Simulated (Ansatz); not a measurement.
`B[SiH2]C#N` + `CBN` → `CB(N)[SiH2]C#N` + BH₃  (formal exchange of groups at the Si–B bond)

Computed with Ansatz on PBE0-D4/def2-TZVP structures; ΔE is electronic, products minus reactants. CBS: MP2 limit from def2 TZ/QZ plus the TZ coupled-cluster correction, frozen cores. This one scheme is used for every species. Functionals use def2-TZVPP. B3LYP here is the variant with VWN-RPA as its local correlation; programs differ in this. Each species was taken in one conformer, which may not be the lowest.

`B[SiH2]C#N`:

```xyz
8

B     0.112   -0.557    1.406
Si    0.342    0.491   -0.290
C    -0.815   -0.060   -1.628
N    -1.545   -0.423   -2.442
H    -0.686   -1.435    1.523
H     0.811   -0.284    2.336
H     1.715    0.335   -0.836
H     0.066    1.935   -0.070
```

`CBN`:

Z-matrix (Å, degrees):
```
C
B 1 1.568
H 1 1.095 2 110.4
H 1 1.096 2 110.3 3 116.2
H 1 1.094 2 114.3 3 -121.9
N 2 1.392 1 122.0 3 122.1
H 2 1.202 1 121.0 3 -57.9
H 6 1.005 2 123.2 1 180.0
H 6 1.007 2 123.1 1 -0.0
```

`CB(N)[SiH2]C#N`:

```xyz
13

C    -1.339    0.045   -1.037
B    -0.527    0.161    0.299
N    -1.148    0.108    1.540
Si    1.488    0.394    0.261
C     2.216   -0.991   -0.741
N     2.612   -1.871   -1.371
H    -2.416   -0.074   -0.885
H    -0.985   -0.807   -1.627
H    -1.184    0.925   -1.670
H    -2.146   -0.006    1.640
H    -0.663    0.161    2.420
H     2.155    0.318    1.589
H     1.938    1.638   -0.419
```

BH₃:

```xyz
4

B     0.000    0.000    0.000
H    -0.001    0.343   -1.143
H    -1.025   -0.296    0.535
H     1.026   -0.047    0.608
```

| level | ΔE (kJ/mol) | difference from CCSD(T)/CBS |
| --- | --- | --- |
| PBE-D4 | -6.6 | 0.0 |
| r2SCAN-D4 | -5.3 | 1.3 |
| PBE0-D4 | -6.6 | 0.0 |
| B3LYP-D4 | -7.5 | -0.9 |
| ωB97X-V | -6.0 | 0.6 |
| ωB97M-V | -6.7 | -0.1 |
| B2PLYP | -4.1 | 2.5 |
| PBE | -1.9 | 4.7 |
| r2SCAN | -3.7 | 2.9 |
| PBE0 | -2.2 | 4.4 |
| B3LYP | -0.2 | 6.4 |
| HF/def2-TZVPP | 1.3 | 7.9 |
| MP2/def2-TZVPP | -10.4 | -3.8 |
| SCS-MP2/def2-TZVPP | -8.3 | -1.7 |
| CCSD/def2-TZVPP | -5.0 | 1.6 |
| CCSD(T)/def2-TZVPP | -7.3 | -0.7 |
| HF/def2-QZVPP | 1.6 | 8.2 |
| MP2/def2-QZVPP | -10.0 | -3.4 |
| SCS-MP2/def2-QZVPP | -7.8 | -1.2 |
| HF/CBS(def2) | 1.6 | 8.2 |
| MP2/CBS(def2) | -9.8 | -3.2 |
| CCSD/CBS(def2) | -4.4 | 2.2 |
| CCSD(T)/CBS | -6.6 | 0 |

Largest T1 diagnostic among the species: 0.013.

The D4 term adds −7.3 kJ/mol with B3LYP and −4.4 kJ/mol with PBE0; it sums over pairs of atoms, weighted by their polarisabilities, and B3LYP, whose exchange is more repulsive, gets the larger term. In def2-TZVPP, CCSD(T) changes the Hartree–Fock value by −8.6 kJ/mol (the triples alone add −2.3 kJ/mol) and MP2 by −11.8 kJ/mol.
